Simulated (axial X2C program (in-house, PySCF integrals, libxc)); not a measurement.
One splitting, several methods: ²Π3/2 − ²Π1/2

Calculated with an axial X2C code built on PySCF integrals: two-component X2C with atomic mean-field Coulomb and Gaunt terms, Dyall basis sets with cores contracted in-house. Vertical splittings E(Ω = 3/2) − E(Ω = 1/2) of the lowest ²Π state.

Correlated electrons in EOM-CCSD (inner shells frozen, about 90 virtual spinors): SbBr²⁺ 10, SbS⁺ 10, SbH²⁺ 14, SbF²⁺ 10.

```tsv
molecule	method	R (Å)	splitting (cm⁻¹)
SbBr⁺	PBE0 determinants, 2c, cv3z/cv3z	2.388	3708
SbS	PBE0 determinants, 2c, cv3z/av3z	2.270	2356
SbH⁺	PBE0 determinants, 2c, cv3z/v3z	1.720	3631
SbF⁺	PBE0 determinants, 2c, cv3z/av3z	1.857	3831
```

The other methods give:

```
molecule                                    method  R (Å)  splitting (cm⁻¹)
   SbBr⁺  EOM-EA-CCSD from SbBr²⁺, 2c, acv3z/acv3z  2.386              3401
     SbS     EOM-EA-CCSD from SbS⁺, 2c, acv3z/av3z  2.212              1862
    SbH⁺    EOM-EA-CCSD from SbH²⁺, 2c, acv3z/av3z  1.715              3404
    SbF⁺    EOM-EA-CCSD from SbF²⁺, 2c, acv3z/av3z  1.852              3447
```

The distances differ by up to 0.06 Å between runs. Collinear functionals lack a current term; a negative value is an inverted multiplet.

(1) By what ratio do the methods differ, for splittings above 30 cm⁻¹?

Answers

(1) SbBr⁺: EOM-EA-CCSD over PBE0 0.92; SbS: EOM-EA-CCSD over PBE0 0.79; SbH⁺: EOM-EA-CCSD over PBE0 0.94; SbF⁺: EOM-EA-CCSD over PBE0 0.90.
